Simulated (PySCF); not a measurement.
Gas-phase reaction: TiO2 + 4 Cl = TiCl4 + O2

Method: PySCF energies plus ideal-gas RRHO corrections (1 bar). 'Table' is the NASA 1993 thermochemical table (part measured, part estimated). † marks an energy on the PBE0/def2-TZVP geometry and frequencies; other levels use their own. MP2 freezes the core. 6-31G* has spherical d functions here. Open shells (unrestricted): Cl (multiplicity 2), O2 (multiplicity 3); the rest are closed-shell singlets. Spin-orbit splitting is ignored; it lowers the true energy and changes the entropy of Cl. B3LYP is the form with VWN-RPA correlation. MP2 isn't extrapolated to the basis-set limit. The table's entry may be an old estimate for TiO2 (not checked at source).

```csv
level,"ΔH°(298 K), kJ"
table,-942.9
B3LYP/def2-TZVP†,-945.6
BLYP/def2-TZVP†,___
HF/6-31G*,-725.6
MP2/def2-SVP†,-842.5
MP2/def2-TZVPP†,-903.0
PBE0/def2-QZVP†,-1001.8
PBE0/def2-SVP†,___
PBE0/def2-TZVP,-1004.8
r2SCAN/def2-TZVP†,___
ωB97X-V/def2-TZVP†,___
```

Q: Complete the blanks.

A: 
- BLYP/def2-TZVP†, ΔH°(298 K), kJ: -931.0
- PBE0/def2-SVP†, ΔH°(298 K), kJ: -1006.4
- r2SCAN/def2-TZVP†, ΔH°(298 K), kJ: -1030.3
- ωB97X-V/def2-TZVP†, ΔH°(298 K), kJ: -990.3
